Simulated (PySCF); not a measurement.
Two-photon absorption: SMILES C#CC=C=C(C#C)C=O, C$_{8}$H$_{4}$O

Geometry (Å), atoms numbered from 1 in this order:
```xyz
13

C    -3.727   -0.934   -0.775
C    -2.674   -0.966   -0.175
C    -1.453   -1.026    0.553
C    -0.346   -0.416    0.200
C     0.763    0.231   -0.122
C     1.773   -0.332   -0.959
C     2.662   -0.760   -1.664
C     0.982    1.626    0.411
O     0.230    2.195    1.149
H    -4.657   -0.899   -1.311
H    -1.436   -1.626    1.475
H     3.443   -1.151   -2.291
H     1.931    2.089    0.045
```

Computed, not measured: TDDFT CAM-B3LYP/aug-cc-pVDZ excited states, vertical, gas phase (PySCF 2.14.0). Geometry: PBE0-D3(BJ)/def2-SVP.

**Question.** How strongly do the lowest singlets absorb one photon, and two photons of half the energy?

**Answer.** δ for parallel linear polarisation; σ at the peak of a Lorentzian of half width 0.1 eV, single beam; Ω is circular over linear.
| state | E (eV) | f | photon λ (nm) | δ (au) | σ (GM) | Ω | main |
| --- | --- | --- | --- | --- | --- | --- | --- |
| S1 | 3.77 | 0.000 | 657 | 0.19 | 0.00 | 1.48 | HOMO−2→LUMO 0.45, HOMO→LUMO 0.38 |
| S2 | 4.34 | 0.000 | 571 | <0.1 | 0.00 | – | HOMO→LUMO 0.53, HOMO−2→LUMO 0.33 |
| S3 | 4.97 | 0.333 | 498 | 128 | 1.16 | 1.40 | HOMO−1→LUMO 0.93 |
| S4 | 5.10 | 0.002 | 487 | 0.38 | 0.00 | 1.49 | HOMO−1→LUMO+1 0.89 |
| S5 | 5.43 | 0.001 | 456 | 0.52 | 0.01 | 1.48 | HOMO−4→LUMO 0.68, HOMO−2→LUMO 0.09 |
| S6 | 5.49 | 0.000 | 451 | 0.49 | 0.01 | 0.92 | HOMO−3→LUMO+1 0.85 |

Among these, the strongest one-photon state is S3, the strongest two-photon state S3, with a dipole change of 3.7 D (relaxed, norm of the difference vector).
